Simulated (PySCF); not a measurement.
F6P, SMILES F[P-](F)(F)(F)(F)F, charge -1.

Geometry: PBE-D3(BJ)/def2-SVPD.

Computed with PBE-D3(BJ)/def2-SVPD run with PySCF.

Frequencies are harmonic and unscaled.

Modes within 1.5 cm⁻¹ of each other (mostly degenerate sets) share a row, with their intensities summed.

```
mode   ν (cm⁻¹)  IR (km/mol)  moving atoms (share of kinetic energy)
-----  --------  -----------  --------------------------------------
1–3         276          0.0                                 F 100 %
4–6         417          0.0                                 F 100 %
7–9         507         59.7                          F 85 %, P 15 %
10–11       533          0.0                                 F 100 %
12          664          0.0                                 F 100 %
13–15       820       1240.8                          P 64 %, F 36 %
```
